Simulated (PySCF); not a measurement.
Species: C₈H₁₂.
Geometry (PBE0-D3(BJ)/def2-SVP, Å), atoms numbered from 1 in this order:
```
atom  x, y, z in Å
C1    -2.214    1.375   -0.689
C2    -1.417    0.444   -0.139
C3    -1.381   -0.969   -0.651
C4    -0.632    0.758    1.074
C5     0.642    0.423    1.350
C6     1.641   -0.193    0.450
C7     2.471   -1.140    0.915
C8     1.769    0.359   -0.944
H9    -2.822    1.152   -1.570
H10   -2.275    2.387   -0.278
H11   -0.355   -1.346   -0.768
H12   -1.907   -1.064   -1.611
H13   -1.869   -1.638    0.078
H14   -1.177    1.300    1.855
H15    1.007    0.662    2.355
H16    2.407   -1.495    1.947
H17    3.233   -1.592    0.276
H18    2.447   -0.252   -1.557
H19    0.800    0.438   -1.456
H20    2.175    1.384   -0.899
```

Linear response at CAM-B3LYP/def2-SVPD (PySCF, frozen core in the response, non-relativistic).

Static isotropic polarisability: 103.15 au (15.28 Å³), principal values 80.0, 85.6, 143.8 au.

What is the polarisability at 1064 nm and at the sodium D line?

104.64 au at 1064 nm (+1.5 %), 108.45 au at 589.3 nm (+5.1 %). The rise at 589.3 nm is 3.55 times that at 1064 nm; a pure ω² law gives 3.26. The lowest singlet lies at 242 nm, shorter than both wavelengths.

What is the isotropic C6 coefficient between two such molecules, C6 = (3/π)∫α(iω)² dω?

3877 au (Eh·bohr⁶) by a ten-point quadrature over imaginary frequencies, which is 2320 eV·Å⁶ or 224 J·nm⁶/mol.

Which effective excitation energy ω̄ makes London's formula C6 = (3/4)α²ω̄ exact here?

ω̄ = 4·C6/(3α²) = 0.486 Eh = 13.2 eV. A one-pole form α(ω) = α/(1 − ω²/ω̄²) fitted to the 1064 nm value gives 9.7 eV.

What three-body coefficient follows from the one-pole estimate C9 = (3/4)·α·C6?

300000 au. This is an estimate from the two numbers above, not a computed integral.

What does −C6/R⁶ come to at R = 10 Å between centres?

-220 J/mol. This is the leading, orientation-averaged term; C8 and higher terms are left out.

What molar refraction at the D line follows from R = (4π/3)·N_A·α′, with α′ the polarisability volume?

α′ = 16.07 Å³ gives R = 40.54 cm³/mol, for isolated, non-vibrating species.

What n − 1 at the D line would an ideal gas of it have at 273.15 K and 1 atm (2.6868 × 10¹⁹ cm⁻³), by n − 1 = 2π·N·α′?

27.13 × 10⁻⁴, a formal value whether or not that pressure can be reached.

One conformer stands for the species.
